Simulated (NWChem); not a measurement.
System: GeHSCl, singlet; SMILES [SH][Ge][Cl]

NWChem printed, in part:

```
             Northwest Computational Chemistry Package (NWChem) 7.3.0
             --------------------------------------------------------

 CS  symmetry detected

                             Geometry "geometry" -> ""
                             -------------------------

 Output coordinates in angstroms (scale by  1.889725989 to convert to a.u.)

  No.       Tag          Charge          X              Y              Z
 ---- ---------------- ---------- -------------- -------------- --------------
    1 Ge                  32.0000     0.75072218     0.00915713     0.00000000
    2 Cl                  17.0000    -0.69130381     1.66708501     0.00000000
    3 S                   16.0000    -0.77703164    -1.62694365     0.00000000
    4 H                    1.0000     0.16156122    -2.60237486     0.00000000

 Effective nuclear repulsion energy (a.u.)     310.3750459383

      Symmetry information
      --------------------

 Group name             Cs
 Group number              2
 Group order               2
 No. of unique centers     4

                                 NWChem DFT Module
                                 -----------------

 Summary of "ao basis" -> "ao basis" (spherical)
 ------------------------------------------------------------------------------
       Tag                 Description            Shells   Functions and Types
 ---------------- ------------------------------  ------  ---------------------
 Ge                         def2-svp                12       32   5s4p3d
 Cl                         def2-svp                 8       18   4s3p1d
 S                          def2-svp                 8       18   4s3p1d
 H                          def2-svp                 3        5   2s1p

      Symmetry analysis of basis
      --------------------------

        a'         52
        a"         21

            General Information
            -------------------
          SCF calculation type: DFT
          Wavefunction type:  closed shell.
          No. of atoms     :     4
          No. of electrons :    66
           Alpha electrons :    33
            Beta electrons :    33
          Charge           :     0
          Spin multiplicity:     1
          Use of symmetry is: on ; symmetry adaption is: on
          Maximum number of iterations: 150
          AO basis - number of functions:    73
                     number of shells:    31
          Convergence on energy requested:  1.00D-06
          Convergence on density requested:  1.00D-05
          Convergence on gradient requested:  5.00D-04

              XC Information
              --------------
                         B3LYP Method XC Potential
                     Hartree-Fock (Exact) Exchange  0.200
                        Slater Exchange Functional  0.800 local
                    Becke 1988 Exchange Functional  0.720 non-local
              Lee-Yang-Parr Correlation Functional  0.810
                  VWN I RPA Correlation Functional  0.190 local

             Grid Information
             ----------------
          Grid used for XC integration:  xcoarse
          Radial quadrature: Mura-Knowles
          Angular quadrature: Lebedev.
          Tag              B.-S. Rad. Rad. Pts. Rad. Cut. Ang. Pts.
          ---              ---------- --------- --------- ---------
          Ge                  1.25       75           8.0       194
          Cl                  1.00       42          11.0       194
          S                   1.00       42           8.0       194
          H                   0.35       21          10.0       194
          Grid pruning is: on
          Number of quadrature shells:   180
          Spatial weights used:  Erf1

      Superposition of Atomic Density Guess
      -------------------------------------

 Sum of atomic energies:       -2932.21360702

      Non-variational initial energy
      ------------------------------

 Total energy =   -2932.589279
 1-e energy   =   -4699.387494
 2-e energy   =    1456.423169
 HOMO         =      -0.258133
 LUMO         =      -0.036376

      Symmetry analysis of molecular orbitals - initial
      -------------------------------------------------

  Numbering of irreducible representations:

     1 a'          2 a"

  Orbital symmetries:

     1 a'          2 a'          3 a'          4 a'          5 a'
     6 a'          7 a"          8 a'          9 a'         10 a'
    11 a'         12 a"         13 a'         14 a'         15 a'
    16 a"         17 a'         18 a'         19 a"         20 a'
    21 a'         22 a'         23 a"         24 a"         25 a'
    26 a'         27 a'         28 a'         29 a"         30 a'
    31 a'         32 a"         33 a'         34 a"         35 a'
    36 a'         37 a'         38 a'         39 a'         40 a'
    41 a'         42 a"         43 a"

     ---------------------------------------------
      Total Density - Mulliken Population Analysis
     ---------------------------------------------

    Atom       Charge   Shell Charges
 -----------   ------   -------------------------------------------------------
    1 Ge  32    31.12   2.00  2.00  2.00  1.36  0.52  6.00  5.98  0.59  0.58  8.15  1.80  0.16
    2 Cl  17    17.55   2.00  1.99  1.23  0.73  5.94  2.19  3.45  0.01
    3 S   16    16.54   2.00  1.99  1.21  0.65  5.94  1.82  2.90  0.03
    4 H    1     0.80   0.58  0.19  0.03

[...]

                         DFT ENERGY GRADIENTS

    atom               coordinates                        gradient
                 x          y          z           x          y          z
   1 Ge      1.418659   0.017304   0.000000   -0.006945  -0.000092   0.000000
   2 Cl     -1.306375   3.150334   0.000000    0.003407  -0.005193   0.000000
   3 S      -1.468377  -3.074478   0.000000    0.004797   0.003405   0.000000
   4 H       0.305306  -4.917775   0.000000   -0.001260   0.001880   0.000000
```

Level: B3LYP/def2-SVP. Low-valent species are run as closed-shell singlets; no triplet was tried in these runs. Coordinates come from a PBE0/def2-SVP optimisation.

Question: Which NWChem input produces such a log?

Answer: This is not unique; one that fits is the input that was run:
```
start job
memory heap 200 mb stack 900 mb global 1100 mb
geometry units angstroms noautoz
  Ge     0.755959     0.019904    -0.005891
  Cl    -0.731103     1.637520     0.005464
  S     -0.726220    -1.657594    -0.007724
  H      0.238835    -2.606827    -0.014664
end
basis spherical
  Ge library def2-svp
  Cl library def2-svp
  S library def2-svp
  H library def2-svp
end
dft
  xc b3lyp
  grid xcoarse
  iterations 150
  mulliken
end
task dft gradient
```
